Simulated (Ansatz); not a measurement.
```yaml
crystal:
  periodic: [false, false, false]
  atoms:
    - {symbol: F, position_ang: [-1.940320, 0.027310, 0.559620]}
    - {symbol: Sn, position_ang: [-0.320129, -0.028486, -0.476055]}
    - {symbol: S, position_ang: [1.406187, -0.837051, 0.948616]}
    - {symbol: H, position_ang: [-0.609935, -1.170169, -1.696910]}
    - {symbol: H, position_ang: [-0.071652, 1.590279, -0.927441]}
    - {symbol: H, position_ang: [1.577849, 0.354116, 1.545969]}
basis:
  gaussian: {orbitals: def2-mTZVP, fitting: {mean_field: cc-pVTZ-jkfit}, final_grid: {core_spheres: 8, valence_spheres: 7, degree: 23}}
hamiltonian: {xc: {name: CAM-B3LYP}, dispersion: d3bjatm}
accuracy: high
output: {forces: true}
```

```sh
$ ansatz run in.yaml --threads 2 --pin off --events-out ev --progress --plain --max-ram 22528MiB --backend cpu
```

(1) How does Ansatz answer? (Best estimate.)

Results:

(1) The calculation gave: The input was rejected before any iteration.
```
Functional definition: CAM-B3LYP
Error: <dir> the basis set cc-pVTZ-JKFIT has no functions for Sn
```
